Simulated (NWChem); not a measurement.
System: C3F3, doublet; SMILES FC(F)(F)C#[C]

NWChem input:

```
start job
memory heap 200 mb stack 900 mb global 1100 mb
geometry units angstroms noautoz
  C      0.000000     0.000000     2.413292
  C      0.000000     0.000000     1.202971
  C      0.000000     0.000000    -0.269834
  F      0.129109    -1.236138    -0.742538
  F     -1.135081     0.506257    -0.742538
  F      1.005972     0.729881    -0.742538
end
basis spherical
  * library def2-svp
end
dft
  odft
  mult 2
  xc becke97-2
  iterations 150
  mulliken
end
task dft energy
```

In the optimisation the excess spin sits in a (C3, its own frame). All runs use the structure optimised with PBE0/def2-SVP, spin-unrestricted. No stability test was run on the SCF state.

Problem. What results follow from this input? (B97-2/def2-SVP, spin-unrestricted.) Quantities: energy (Ha); highest occupied level (eV); lowest empty minus highest occupied level, either spin (eV); dipole (D); <S²>.

Solution. 
| Item | Value |
|---|---|
| energy (Ha) | -413.20 |
| highest occupied level (eV) | -9.05 |
| lowest empty minus highest occupied level, either spin (eV) | 2.14 |
| dipole (D) | 1.22 |
| <S²> | 0.781 |
